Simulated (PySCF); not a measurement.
Compound: 3-chlorophenol, C6H5ClO.
Numbering: `[OH:1][c:2]1[cH:3][cH:4][cH:5][c:6]([Cl:7])[cH:8]1` (hydrogens: H9 on O1; H10 on C3; H11 on C4; H12 on C5; H13 on C8)

A GFN2-xTB structure was refined with PBE0-D3(BJ)/def2-SVP geometry optimisation, gas phase (PySCF 2.14.0). Its GFN2-xTB values:

| coordinate | GFN2-xTB |
| --- | --- |
| O1–C2 | 1.356 Å |
| O1–H9 | 0.965 Å |
| C2–C3 | 1.393 Å |
| C2–C8 | 1.390 Å |
| C3–C4 | 1.380 Å |
| C3–H10 | 1.078 Å |
| C4–C5 | 1.386 Å |
| C4–H11 | 1.079 Å |
| C5–C6 | 1.384 Å |
| C5–H12 | 1.078 Å |
| C6–Cl7 | 1.729 Å |
| C6–C8 | 1.385 Å |
| C8–H13 | 1.081 Å |
| O1–C2–C3 | 118.3° |
| O1–C2–C8 | 121.9° |
| C2–C3–C4 | 119.8° |
| C3–C4–C5 | 120.9° |
| C4–C5–C6 | 118.8° |
| C5–C6–Cl7 | 119.7° |
| C5–C6–C8 | 121.3° |
| Cl7–C6–C8 | 119.0° |

Problem. How do these coordinates change at the PBE0-D3(BJ)/def2-SVP level?

Solution. 
| coordinate | PBE0-D3(BJ)/def2-SVP (Å or °) | change |
| --- | --- | --- |
| C4–H11 | 1.092 | +0.013 |
| C3–H10 | 1.091 | +0.013 |
| C5–H12 | 1.090 | +0.012 |
| C8–H13 | 1.093 | +0.012 |
| C3–C4 | 1.390 | +0.010 |
| C4–C5 | 1.395 | +0.009 |
| O1–C2 | 1.347 | -0.009 |
| C6–C8 | 1.394 | +0.009 |
| C5–C6 | 1.392 | +0.008 |
| C2–C8 | 1.398 | +0.008 |
| C2–C3 | 1.400 | +0.007 |
| C6–Cl7 | 1.733 | +0.004 |
| O1–H9 | 0.963 | -0.002 |
| C4–C5–C6 | 118.3 | -0.5 |
| O1–C2–C3 | 117.9 | -0.4 |
| C3–C4–C5 | 121.3 | +0.4 |
| O1–C2–C8 | 122.2 | +0.3 |
| C5–C6–C8 | 121.6 | +0.3 |
| Cl7–C6–C8 | 118.8 | -0.2 |
| C2–C3–C4 | 119.7 | -0.1 |
| C5–C6–Cl7 | 119.6 | -0.1 |

The energy falls by 0.63 kcal/mol over 4 energy and gradient evaluations, the largest force component goes from 0.0113 to 3.9e-04 Eh/bohr, and the atoms move by 0.015 Å rms after alignment. Among the bonds, C3–H10, C4–H11, C5–H12 and C8–H13 change most and about equally (+0.012 to +0.013 Å). Bonds longer at the end by more than 0.005 Å: 10 of 13; shorter: 1. Rotational constants go from 3473, 1208, 896.3 to 3453, 1199, 889.7 MHz.

The run used 141 basis functions and 27 SCF cycles in all. Hardware: one thread, Arm Neoverse V1 (shared host). Cost: 36 s.

PBE0-D3(BJ)/def2-SVP frequencies: not computed here. One conformer, not necessarily the lowest.

Conformer computed: `[OH:1][c:2]1[cH:3][cH:4][cH:5][c:6]([Cl:7])[cH:8]1`: H–O1–C2–C3 180°.
